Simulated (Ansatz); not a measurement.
**Molecular dynamics, step by step**

CH₃ClK (charge +1), singlet, SPW92/def2-SVP (Ansatz 0.2.0). Settings (timestep in fs, temperature in K; T counts 12 degrees of freedom):

```yaml
hamiltonian: {xc: lda}
md: {n_steps: 80, timestep: 0.25, temperature: 1000, ensemble: nve, seed: 23, initial_velocities: maxwell_boltzmann}
```

Start:

```
6
angstrom
K -0.1642 -0.0096 -3.5513
C 0.0413 -0.0970 0.8383
Cl -0.0529 0.9484 -0.6166
H -0.8438 -0.7258 0.8605
H 0.0678 0.5690 1.6957
H 0.9519 -0.6851 0.7735
```

```json
{"step": "0", "time (fs)": "0.00", "potential energy less the start (meV)": "0.0", "kinetic energy (meV)": "517.0", "T (K)": "1000"}
{"step": "5", "time (fs)": "1.25", "potential energy less the start (meV)": "74.2", "kinetic energy (meV)": "443.2", "T (K)": "857"}
{"step": "10", "time (fs)": "2.50", "potential energy less the start (meV)": "199.4", "kinetic energy (meV)": "318.4", "T (K)": "616"}
{"step": "15", "time (fs)": "3.75", "potential energy less the start (meV)": "253.2", "kinetic energy (meV)": "264.5", "T (K)": "512"}
{"step": "20", "time (fs)": "5.00", "potential energy less the start (meV)": "244.8", "kinetic energy (meV)": "272.8", "T (K)": "528"}
{"step": "25", "time (fs)": "6.25", "potential energy less the start (meV)": "225.0", "kinetic energy (meV)": "292.3", "T (K)": "565"}
{"step": "30", "time (fs)": "7.50", "potential energy less the start (meV)": "269.2", "kinetic energy (meV)": "248.2", "T (K)": "480"}
{"step": "35", "time (fs)": "8.75", "potential energy less the start (meV)": "328.2", "kinetic energy (meV)": "189.7", "T (K)": "367"}
{"step": "40", "time (fs)": "10.00", "potential energy less the start (meV)": "230.0", "kinetic energy (meV)": "287.4", "T (K)": "556"}
{"step": "45", "time (fs)": "11.25", "potential energy less the start (meV)": "140.8", "kinetic energy (meV)": "376.3", "T (K)": "728"}
{"step": "50", "time (fs)": "12.50", "potential energy less the start (meV)": "186.9", "kinetic energy (meV)": "330.7", "T (K)": "640"}
{"step": "55", "time (fs)": "13.75", "potential energy less the start (meV)": "221.1", "kinetic energy (meV)": "296.6", "T (K)": "574"}
{"step": "60", "time (fs)": "15.00", "potential energy less the start (meV)": "205.3", "kinetic energy (meV)": "312.2", "T (K)": "604"}
{"step": "65", "time (fs)": "16.25", "potential energy less the start (meV)": "180.1", "kinetic energy (meV)": "337.4", "T (K)": "653"}
{"step": "70", "time (fs)": "17.50", "potential energy less the start (meV)": "165.3", "kinetic energy (meV)": "352.1", "T (K)": "681"}
{"step": "75", "time (fs)": "18.75", "potential energy less the start (meV)": "193.7", "kinetic energy (meV)": "323.8", "T (K)": "626"}
{"step": "80", "time (fs)": "20.00", "potential energy less the start (meV)": "209.7", "kinetic energy (meV)": "308.1", "T (K)": "596"}
```

Step 10, positions (Å) and forces (eV/Å):

```tsv
atom	x	y	z	Fx	Fy	Fz
K1	-0.163	-0.006	-3.549	0.001	0.057	0.168
C2	0.037	-0.087	0.869	2.909	-0.721	-1.906
Cl3	-0.055	0.942	-0.628	-0.197	0.025	0.173
H4	-0.837	-0.694	0.890	-1.257	-0.913	0.054
H5	0.072	0.573	1.738	0.368	0.293	0.374
H6	1.005	-0.752	0.633	-1.823	1.260	1.137
```

Step 30, positions (Å) and forces (eV/Å):

```
atom       x       y       z      Fx      Fy      Fz
  K1  -0.160   0.002  -3.543   0.000   0.053   0.150
  C2   0.057  -0.079   0.906  -2.877   0.615  -0.440
 Cl3  -0.060   0.928  -0.649  -0.260   0.048   0.617
  H4  -0.922  -0.703   0.957   1.238   0.885   0.032
  H5   0.145   0.588   1.822   0.316  -0.491  -0.914
  H6   0.847  -0.696   0.568   1.584  -1.109   0.555
```

Step 40, positions (Å) and forces (eV/Å):

```
atom       x       y       z      Fx      Fy      Fz
  K1  -0.159   0.007  -3.540   0.000   0.045   0.137
  C2   0.055  -0.074   0.918  -2.412   1.330  -1.083
 Cl3  -0.063   0.922  -0.658  -0.188  -0.111   0.880
  H4  -0.888  -0.653   0.995  -0.021   0.183   0.064
  H5   0.213   0.560   1.798   0.262   0.357   0.003
  H6   0.818  -0.702   0.613   2.358  -1.804  -0.002
```

Last step (80):

| atom | x (Å) | y (Å) | z (Å) |
| --- | --- | --- | --- |
| K1 | -0.1532 | 0.0238 | -3.5262 |
| C2 | 0.0664 | -0.0535 | 0.8991 |
| Cl3 | -0.0766 | 0.8901 | -0.6771 |
| H4 | -0.9597 | -0.4724 | 1.1768 |
| H5 | 0.4629 | 0.6706 | 1.6513 |
| H6 | 0.7829 | -0.8009 | 0.9286 |

Hardware: 2 CPU threads of an Arm Neoverse V1, shared host. Wall time about 64 s.
